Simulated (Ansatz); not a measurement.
Start from `C[S][GeH]([F])[Cl]` and change one atom or group to get `N#[C][GeH]([F])[Cl]`.

Ansatz, PBE0-D4/def2-TZVP geometries, multiplicity 1. Each molecule was computed in one conformer, which needn't be the lowest.

Scalar relativity is left out up to krypton.

```csv
property,`C[S][GeH]([F])[Cl]`
size of the dipole moment (ωB97M-V/def2-TZVPP) / D,3.21
HOMO–LUMO gap (PBE0/def2-TZVPP) / eV,6.71
LUMO energy (ωB97M-V/def2-TZVPP) / eV,1.09
HOMO–LUMO gap (PBE/def2-TZVPP) / eV,4.54
HOMO energy (B3LYP/def2-TZVPP) / eV,-7.31
HOMO energy (PBE/def2-TZVPP) / eV,-6.30
```

Problem. Give the same properties after the change, and the shifts. (Best estimate.)

Solution. Computed: 
```
                                          property  `N#[C][GeH]([F])[Cl]`  shift
size of the dipole moment (ωB97M-V/def2-TZVPP) / D                   2.99  -0.22
              HOMO–LUMO gap (PBE0/def2-TZVPP) / eV                   8.51   1.80
             LUMO energy (ωB97M-V/def2-TZVPP) / eV                   0.54  -0.55
               HOMO–LUMO gap (PBE/def2-TZVPP) / eV                   6.10   1.56
               HOMO energy (B3LYP/def2-TZVPP) / eV                  -9.76  -2.45
                 HOMO energy (PBE/def2-TZVPP) / eV                  -8.55  -2.25
```

With PBE0 the HOMO falls by 2.48 eV and the LUMO falls by 0.69 eV, so the gap widens by about 1.79 eV. PBE moves the HOMO by -2.25 eV and ωB97M-V by -2.58 eV. The zero-point energy changes by -81.3 kJ/mol with -9 modes. Dipoles are sizes alone; their direction can turn.

Positive LUMOs are unbound, so they and the gaps depend on the basis.

B3LYP here is the variant with VWN-RPA as its local correlation; programs differ in this.
